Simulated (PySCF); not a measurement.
Ga(Me)3 (C₃H₉Ga), SMILES [CH3][Ga]([CH3])[CH3].

Geometry optimised at r2SCAN-D4/def2-SVP. The isomer is the one that the SMILES or the coordinates give; other isomers of the formula were not compared.

Level of theory: PySCF with r2SCAN-D4/def2-SVP.

Frequencies are harmonic and unscaled.

A small imaginary wavenumber (i) marks a very flat motion, where grid noise or a shallow saddle decides the sign.

Computed harmonic wavenumbers and intensities:
| mode | ν (cm⁻¹) | IR (km/mol) | moving atoms (share of kinetic energy) |
|---|---|---|---|
| 1 | 27i | 0.0 | H 97 % |
| 2 | 23i | 0.0 | H 97 % |
| 3 | 30 | 0.4 | H 96 % |
| 4 | 146 | 3.1 | C 51 %, H 35 %, Ga 15 % |
| 5 | 146 | 3.1 | C 51 %, H 35 %, Ga 14 % |
| 6 | 151 | 1.9 | H 36 %, C 32 %, Ga 31 % |
| 7 | 522 | 0.0 | C 77 %, H 23 % |
| 8 | 577 | 42.5 | C 53 %, H 27 %, Ga 20 % |
| 9 | 577 | 46.6 | C 56 %, Ga 22 %, H 22 % |
| 10 | 583 | 1.7 | H 83 %, C 16 % |
| 11 | 584 | 5.8 | H 78 %, C 19 % |
| 12 | 639 | 0.0 | H 84 %, C 16 % |
| 13 | 722 | 68.8 | H 73 %, C 22 % |
| 14 | 758 | 78.6 | H 75 %, C 23 % |
| 15 | 758 | 78.5 | H 75 %, C 23 % |
| 16 | 1200 | 21.4 | H 80 %, C 20 % |
| 17 | 1200 | 21.4 | H 80 %, C 20 % |
| 18 | 1205 | 0.0 | H 82 %, C 18 % |
| 19 | 1422 | 1.3 | H 96 % |
| 20 | 1423 | 1.3 | H 96 % |
| 21 | 1425 | 0.0 | H 95 % |
| 22 | 1427 | 0.0 | H 95 % |
| 23 | 1427 | 0.0 | H 95 % |
| 24 | 1430 | 7.3 | H 96 % |
| 25 | 3023 | 10.6 | H 97 % |
| 26 | 3023 | 10.5 | H 97 % |
| 27 | 3025 | 0.1 | H 97 % |
| 28 | 3116 | 0.1 | H 91 %, C 9 % |
| 29 | 3116 | 11.1 | H 91 %, C 9 % |
| 30 | 3116 | 11.3 | H 91 %, C 9 % |
| 31 | 3145 | 11.9 | H 91 %, C 9 % |
| 32 | 3145 | 10.9 | H 91 %, C 9 % |
| 33 | 3145 | 10.5 | H 91 %, C 9 % |
